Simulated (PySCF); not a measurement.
## S²⁺ (sulfur, charge +2) across methods

[Ne] 3s2 3p1 3d1, one real determinant (an excited configuration). All numbers are calculated (PySCF 2.14, the spin-free X2C one-electron Hamiltonian (Gaussian nucleus), in x2c-QZVPPall with one added diffuse shell each of s, p, d, f type (10s7p5d3f1g, 86 functions)).

| method | E (hartree) | mean ε 3s β (eV) | mean ε 3p α (eV) | mean ε 3d α (eV) | Σ⟨r²⟩ (bohr²) | ⟨S²⟩ |
| --- | --- | --- | --- | --- | --- | --- |
| LDA | -396.0241 | -39.693 | -30.282 | -15.339 | 17.28 | 2.000 |
| wB97M-V | -397.3954 | -43.731 | -34.007 | -18.147 | 17.54 | 2.001 |
| PBE | -397.2598 | -39.495 | -30.342 | -15.523 | 17.27 | 2.001 |
| M06-2X | -397.4008 | -42.715 | -33.226 | -16.837 | 17.55 | 2.002 |
| r2SCAN | -397.3730 | -39.753 | -30.796 | -15.562 | 17.28 | 2.003 |
| UHF | -396.81148 | -44.313 | -36.409 | -17.661 | 18.17 | 2.007 |
| PBE0 | -397.2710 | -41.019 | -31.999 | -16.248 | 17.39 | 2.002 |
| BP86 | -397.4663 | -39.714 | -30.382 | -15.589 | 17.23 | 2.001 |

(1) Estimate the same row for B3LYP.

⟨L²⟩ = 8.00 against 12 for a pure F term, so this real determinant mixes terms. The outer electron is Rydberg-like, and this basis confines it to a smaller radius and binds it less than a complete one would.

Answers

(1) E (hartree) = -397.4376; mean ε 3s β (eV) = -40.897; mean ε 3p α (eV) = -31.576; mean ε 3d α (eV) = -16.095; Σ⟨r²⟩ (bohr²) = 17.38; ⟨S²⟩ = 2.001.
